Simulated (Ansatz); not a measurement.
H6Au4⁻, relaxed as a doublet with UKS PBE-D4/def2-SVPD in Ansatz, starting from the GFN1-xTB geometry. Force threshold 0.02 eV/Å.

In the def2 sets Au takes a core potential; there is no spin–orbit coupling. Another isomer (doublet) lies 0.36 eV lower at PBE0-D4/def2-TZVPD; other spin states weren't run for this one.

Start:

```xyz
10

Au    0.876    1.398   -1.212
Au    0.884   -0.560    3.157
Au   -1.112   -0.390   -1.764
Au   -0.153   -0.272    0.666
H     2.023   -0.252    4.156
H    -1.703   -0.511   -3.186
H     1.739    2.311   -0.326
H    -0.371   -0.960    2.188
H    -2.236   -1.297   -1.296
H     0.055    0.534   -2.382
```

```csv
step,energy (eV),largest force component (eV/Å),SCF passes
1,-14878.7144,1.841,22
2,-14879.4815,0.449,27
3,-14879.5200,0.227,22
4,-14879.5303,0.112,21
5,-14879.5352,0.108,22
6,-14879.5425,0.058,22
7,-14879.5427,0.119,20
8,-14879.5455,0.009,20
9,-14879.5457,0.009,21
```

Force components are those of the run's own axes.

End:

```
atom    x (Å)    y (Å)    z (Å)
 Au1   0.9177   1.5476  -1.3796
 Au2   0.9495  -0.6046   3.3084
 Au3  -1.1594  -0.3917  -1.8164
 Au4   0.0502  -0.1212   0.6735
  H5   1.8454  -0.4988   4.6584
  H6  -1.9299  -0.6835  -3.2294
  H7   1.8470   2.5340  -0.4935
  H8  -0.2888  -1.0324   2.0735
  H9  -2.2757  -1.3481  -1.1581
 H10   0.0440   0.5987  -2.6369
```

By distances, no bond broke or formed. The bond that changes most is Au3–Au4, from 2.62 to 2.78 Å (atoms count from 1).

The force fell under the threshold at step 8, but the optimiser went on. No frequencies were taken in this run, so the end may be a saddle point.

Hardware: 4 threads of Arm Neoverse V1 on a shared host. Wall time 39 s.
